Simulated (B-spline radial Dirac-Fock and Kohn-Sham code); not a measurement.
# Two-hole binding energies of Bi³³⁺

System: bismuth as Bi³³⁺, [Kr] 4d10 4f4.

Level of theory: relaxed Dirac-Fock hole states (ΔSCF) with Breit and QED corrections and a finite nucleus; a radial finite-basis atomic code. U is the two-hole binding energy less the two single-hole energies, the effective repulsion of the holes after relaxation. Each two-hole energy is an average over J within one jj subconfiguration.

| holes | E(a) (eV) | E(b) (eV) | E(ab) (eV) | U (eV) |
| --- | --- | --- | --- | --- |
| 1s⁻¹ 3d3/2⁻¹ | 91774.7 | 3931.2 | 95867.9 | 162.0 |
| 2s⁻² | 17647.4 | 17647.4 | 35603.6 | 308.8 |
| 2p1/2⁻² | 16964.7 | 16964.7 | 34321.0 | 391.6 |
| 2s⁻¹ 3p3/2⁻¹ | 17647.4 | 4420.4 | 22210.3 | 142.5 |
| 2s⁻¹ 3d5/2⁻¹ | 17647.4 | 3822.1 | 21621.8 | 152.3 |
| 2p1/2⁻¹ 3p3/2⁻¹ | 16964.7 | 4420.4 | 21533.5 | 148.4 |
| 2p1/2⁻¹ 3d5/2⁻¹ | 16964.7 | 3822.1 | 20942.8 | 155.9 |
| 2p3/2⁻¹ 3s⁻¹ | 14672.4 | 5247.8 | 20066.0 | 145.8 |
| 2p3/2⁻¹ 3p1/2⁻¹ | 14672.4 | 4944.1 | 19773.1 | 156.7 |
| 2p3/2⁻¹ 3d5/2⁻¹ | 14672.4 | 3822.1 | 18645.4 | 150.9 |
| 3p1/2⁻² | 4944.1 | 4944.1 | 10013.3 | 125.2 |
| 3p1/2⁻¹ 3p3/2⁻¹ | 4944.1 | 4420.4 | 9476.4 | 112.0 |
| 3p3/2⁻² | 4420.4 | 4420.4 | 8950.6 | 109.9 |
| 4d5/2⁻² | 1546.0 | 1546.0 | ? | ? |

Question: Give the missing two-hole energy and U.

Answer: E(ab) = 3149.1 eV and U = 57.2 eV.

Values without a named source are computed, but for edge energies of neutral atoms, which are taken from tables.
